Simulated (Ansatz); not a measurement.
C₄H₄F₂, SMILES C=C=CC(F)F.

The structure is a stationary point at r2SCAN-D4/def2-SVP. The values are those of a single conformer.

Two levels are set side by side: PBE/def2-SVPD (Ansatz, a program for electronic structure) and CAM-B3LYP/def2-SVPD (Ansatz). Energy differences of separate SCF runs at the same geometry; the states with an electron removed or added have multiplicity 2 and 2. Differences are taken from unrounded values.

```
quantity                           CAM-B3LYP    PBE  PBE minus CAM-B3LYP
---------------------------------  ---------  -----  -------------------
vertical ionisation energy (eV)        10.60  10.27                -0.33
vertical singlet–triplet gap (eV)       4.64   4.64                 0.00
```
